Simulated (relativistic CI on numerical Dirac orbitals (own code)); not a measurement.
## One change at a time: Fe XVII

Base calculation: Dirac-Coulomb-Breit CI, KLI orbitals optimised for each configuration, model QED, unscaled Slater integrals.

Configuration list (outside the closed core 1s2): 2s2.2p6, 2s2.2p5.3s, 2s2.2p5.3p, 2s2.2p5.3d, 2s.2p6.3s, 2s.2p6.3p, 2s.2p6.3d, 2s2.2p5.4s, 2s2.2p5.4p, 2s2.2p5.4d, 2s2.2p5.4f, 2s2.2p4.3s2, 2s.2p6.4s, 2s.2p6.4p, 2s2.2p4.3s.3p, 2s.2p6.4d. Levels of other configurations are missing.

Variants: (1) valence Slater integrals scaled by 0.9; (2) QED terms removed; (3) non-relativistic limit. Shifts of the energy above 2s2.2p6 1S_0, in eV, for the lowest level and the first level of each name with at least 55 % of one term (blank where a level changes its place among those of its configuration and J or its character, or is not in the variant):

```tsv
Level	Base	Δ(1)	Δ(2)	Δ(3)
2s2.2p6 1S_0	0.000	0.000	0.000	0.000
2s2.2p5.3s 3P°_2	724.164	+0.136	-0.100	+5.006
2s2.2p5.3s 3P°_0	736.793	+0.143	-0.130	-7.623
2s2.2p5.3p 3S_1	754.397	+0.677	-0.004	+0.995
2s2.2p5.3p 3D_2	758.081	+0.083	-0.003	+3.099
2s2.2p5.3p 3D_3	759.658	+0.193	-0.009	+1.523
2s2.2p5.3p 3P_2	762.661	-0.112	-0.009	
2s2.2p5.3p 3P_0	768.230	-0.260	-0.020	-3.916
2s2.2p5.3p 3D_1	770.175	+0.103	-0.032	
2s2.2p5.3p 3P_1	773.396	+0.030	-0.038	
2s2.2p5.3p 1S_0	788.807	-2.224	-0.022	-3.229
2s2.2p5.3d 3P°_0	800.399	+0.520	-0.003	+1.237
2s2.2p5.3d 3P°_1	801.377	+0.457	-0.005	+0.259
2s2.2p5.3d 3P°_2	803.245	+0.321	-0.007	-1.609
```

At this charge energies of transitions that change n are usually good to better than 1 %, and those within a shell (Δn = 0) to a few per cent.

Ionisation energy from the two ground configurations alone: base 1260.32 eV. The NIST ASD value (semi-empirical) is 1262.7 eV.

LS names give the leading component of a level, which can be under half, so a name can repeat, a term be missing and a line seem to break the LS rules.
